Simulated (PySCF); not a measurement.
H₅InO₃Si, SMILES [OH][In]([OH])[O][SiH3].

The structure is a stationary point at PBE0-D3(BJ)/def2-SVP. The structure was generated by enumeration; whether it is a known compound was not checked. The def2 effective core potentials stand for the cores of In; spin–orbit coupling is left out. One conformer was computed; it need not be the lowest.

Two levels are set side by side: TDDFT-PBE/def2-SVPD (PySCF) and TDDFT-CAM-B3LYP/def2-SVPD (PySCF). Vertical, same geometry. The lowest singlet is HOMO→LUMO 100 % with PBE and HOMO→LUMO 77 % with the other functional; states are paired by order. Differences are taken from unrounded values.

```json
[
 {"quantity": "lowest singlet excitation (eV)", "TDDFT-CAM-B3LYP": "5.17", "TDDFT-PBE": "3.72", "TDDFT-PBE minus TDDFT-CAM-B3LYP": "-1.45"},
 {"quantity": "lowest triplet excitation (TDA) (eV)", "TDDFT-CAM-B3LYP": "4.73", "TDDFT-PBE": "3.56", "TDDFT-PBE minus TDDFT-CAM-B3LYP": "-1.18"},
 {"quantity": "first bright state (f over 0.05) (eV)", "TDDFT-CAM-B3LYP": "5.50", "TDDFT-PBE": "5.11", "TDDFT-PBE minus TDDFT-CAM-B3LYP": "-0.39"},
 {"quantity": "its oscillator strength", "TDDFT-CAM-B3LYP": "0.05", "TDDFT-PBE": "0.09", "TDDFT-PBE minus TDDFT-CAM-B3LYP": "0.04"}
]
```

Functionals without exact exchange tend to place singlet excitations lower, as here. Differences between two approximate levels are no errors against the true value.

Rough cost on one machine, each run with all the roots and properties that it gave: TDDFT-CAM-B3LYP against TDDFT-PBE about 6 times.
